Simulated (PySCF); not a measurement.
## A thermochemical cycle for BeCl

PBE in PySCF with def2-SVP on every atom, for the lowest determinant that a PBE0 search found; no spin–orbit coupling. BeCl, a doublet (σ ↑), has De = 4.26 eV to neutral atoms, and BeCl⁺, a singlet (closed shell), has De = 4.44 eV to Be⁺ + Cl.

The adiabatic ionisation energy of BeCl, between the minima, is 8.79 eV.

Problem. Which ionisation energy of the Be atom does this level give?

Solution. IE(Be) = IE(molecule) + De(ion) − De(neutral) = 8.79 + 4.44 − 4.26 = 8.97 eV; the measured value is 9.323 eV (NIST ASD).

For an ion De counts to the pair picked by the measured ionisation energies or electron affinities, which need not be the lowest pair at this level. States were picked by a PBE0 search and need not be the measured ground states.
